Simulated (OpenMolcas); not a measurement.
**Co3+ in a ligand field**

Co3+ with 6 ligands (fluoride) in octahedral coordination (Oh) at 1.92 Å. A charge of +0.5 e stands 2.4 Å behind each ligand. Ligand basis ANO-RCC-VDZP.

```json
{
 "Program": "OpenMolcas",
 "Method": "SS-CASPT2, IPEA 0.25 Eh, imaginary shift 0.1 Eh (closed shells correlated: 3s 3p and the ligand valence shells)",
 "Basis": "ANO-RCC-VDZP [5s4p2d1f]",
 "Scalar Hamiltonian": "DKH2, point nucleus",
 "Active space": "6 electrons in 5 orbitals (3d)",
 "State averaging": "2S+1 = 5 even, 5 roots; 2S+1 = 3 even, 45 roots; 2S+1 = 1 even, 50 roots",
 "Spin-orbit coupling": "RASSI with atomic mean-field integrals over the reference wave functions"
}
```

The lowest spin-free states (labels of O, the rotations of Oh), above the lowest:

| State | Degeneracy | E (cm-1) |
| --- | --- | --- |
| 5T2 | 3 | 0 |
| 1A1 | 1 | 5140 |
| 3T1 | 3 | 8070 |
| 3T2 | 3 | 11460 |
| 5E | 2 | 13270 |
| 1T1 | 3 | 15820 |
| 3T1 | 3 | 19520 |
| 3T2 | 3 | 19800 |
| 3T1 | 3 | 22080 |
| 1T2 | 3 | 23240 |
| 3E | 2 | 23380 |
| 3T2 | 3 | 26800 |
| 1A1 | 1 | 27770 |
| 1E | 2 | 27840 |
| 1T2 | 3 | 29030 |
| 3A2 | 1 | 29460 |
| 1T1 | 3 | 32090 |
| 3E | 2 | 33180 |
| 3T1 | 3 | 34060 |
| 1A2 | 1 | 34160 |

The lowest levels with spin-orbit coupling:

| E (cm-1) | Degeneracy | Label | 2S+1 |
| --- | --- | --- | --- |
| 0 | 3 | T2 | 5 |
| 260 | 2 | E | 5 |
| 290 | 3 | T1 | 5 |
| 630 | 1 | A1 | 5 |
| 690 | 3 | T1 | 5 |
| 730 | 3 | T2 | 5 |
| 5240 | 1 | A1 | 1 |
| 8260 | 2 | E | 3 |
| 8320 | 3 | T2 | 3 |
| 8840 | 3 | T1 | 3 |
| 9420 | 1 | A1 | 3 (89 %) |
| 11730 | 3 | T1 | 3 |
| 11860 | 2 | E | 3 |
| 12020 | 3 | T2 | 3 |
| 12080 | 1 | A2 | 3 |
| 13690 | 1 | A1 | 5 |
| 13700 | 3 | T1 | 5 |
| 13720 | 2 | E | 5 |
| 13730 | 3 | T2 | 5 |
| 13740 | 1 | A2 | 5 |

Powder χT (cm3 K/mol): 3.13 at 2 K, 3.2 at 10 K, 3.54 at 50 K, 3.89 at 100 K, 4.15 at 200 K, 4.14 at 300 K. The effective moment at 300 K is 2.828 √(χT) = 5.76 μB.

The lowest level has 2S+1 = 5, for which the spin-only value is χT = S(S+1) / 2 = 3.000 cm3 K/mol (g = 2). The computed 4.142 at 300 K differs by +1.142, through orbital momentum, spin-orbit coupling and any other state in reach. With a threefold ground state the orbital momentum is unquenched, so the spin-only value is not expected to hold.

Roots that are degenerate in the reference are averaged as groups; the widest CASPT2 spread within a group is 880 cm-1 (the 2-fold group of multiplicity 1 near 76600 cm-1 above the lowest state of its run). Shifts and gaps below about the spread of the groups concerned are not significant. Over all roots computed the reference weight is 0.66 to 0.72; the roots of lowest weight are the least certain, and an intruder state may touch them. An orbital triplet at a regular site is open to Jahn-Teller coupling, which can distort the site and quench the lowest spin-orbit gaps and is left out. This shell can be high or low spin here, a state of another spin lies low, and with metal d orbitals alone active their balance is uncertain, so the ground spin may be wrong. A single d shell leaves out the double-shell effect, which counts most for late 3d ions, where the CASPT2 field can be off either way by tens of per cent. Ligand-to-metal charge-transfer states are missing. These CASPT2 states fit no ligand-field parameters well, so their order and spin gaps are uncertain. With no ligand orbital active B as a rule stays too high, so bands that hang on it stand too high and its fall with covalency is understated. With one d shell and no ligand orbital active, 10Dq can be off by a tenth or more. No measured value stands beside these numbers; the geometry was imposed, not optimised, and the real ion may take another.

The CASPT2 steps took 3.7 min on 1 thread of Arm Neoverse V1 (shared host); the integral step is not counted.
